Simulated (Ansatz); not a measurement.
Compare A (`C1CO[SiH2]C1`) with its isomer B (`C/C([SiH3])=C\O`).

Computed with Ansatz on PBE0-D4/def2-TZVP structures; ΔE is electronic, products minus reactants. CCSD(T)/CBS adds triple-zeta CCSD(T) − MP2 to the extrapolated MP2 energy (def2 sets, frozen cores). DFT in def2-TZVPP. B3LYP here is the variant with VWN-RPA as its local correlation; programs differ in this. Each species was taken in one conformer, which may not be the lowest.

A:

```xyz
13

C    -1.0093    0.2590   -0.4351
C     0.1312    1.2643   -0.5750
O     1.0722    1.0406    0.4676
Si    1.0485   -0.5320    0.9965
C    -0.3923   -1.0997   -0.0680
H    -1.6061    0.2171   -1.3505
H    -1.6716    0.5885    0.3715
H     0.6307    1.1477   -1.5460
H    -0.2244    2.2951   -0.5020
H     2.3360   -1.2213    0.7129
H     0.8064   -0.5809    2.4633
H    -0.0179   -1.6141   -0.9583
H    -1.1035   -1.7643    0.4232
```

B:

```xyz
13

C    -1.112    0.066   -1.093
C    -0.035    0.008   -0.049
Si   -0.368   -0.789    1.587
C     1.181    0.518   -0.254
O     1.537    1.125   -1.415
H    -0.774    0.575   -1.996
H    -1.996    0.592   -0.717
H    -1.441   -0.940   -1.373
H    -1.493   -0.117    2.298
H     0.853   -0.714    2.436
H    -0.756   -2.219    1.424
H     1.957    0.473    0.507
H     2.448    1.421   -1.355
```

Q: Which is lower in electronic energy at CCSD(T)/CBS, and by how much? (Best estimate.)

A: Computed: A, by 162.8 kJ/mol.

Q: Give E(B) − E(A) in kJ/mol with PBE-D4, B3LYP-D4, CCSD/def2-TZVPP, ωB97M-V, BLYP-D4, LDA (SPW92), MP2/def2-TZVPP. (Best estimate.)

A: Ansatz gave: PBE-D4 145.3, B3LYP-D4 148.4, CCSD/def2-TZVPP 165.7, ωB97M-V 164.0, BLYP-D4 134.0, LDA (SPW92) 162.6, MP2/def2-TZVPP 169.1. None reverses the order clearly.

Q: Does the order hold for the free energy at 298.15 K (harmonic terms from PBE0-D4)? (Best estimate.)

A: Computed: Yes: G(B) − G(A) = +141.5 kJ/mol, for one conformer each.

Largest T1 diagnostic: 0.012.

From r2SCAN to r2SCAN0 (25 % exact exchange), in def2-TZVPP and without D4, E(B) − E(A) moves by +11.1 kJ/mol. At CCSD(T), def2-SVP lies −18.0 kJ/mol from the extrapolated value and def2-TZVPP −1.2 kJ/mol.
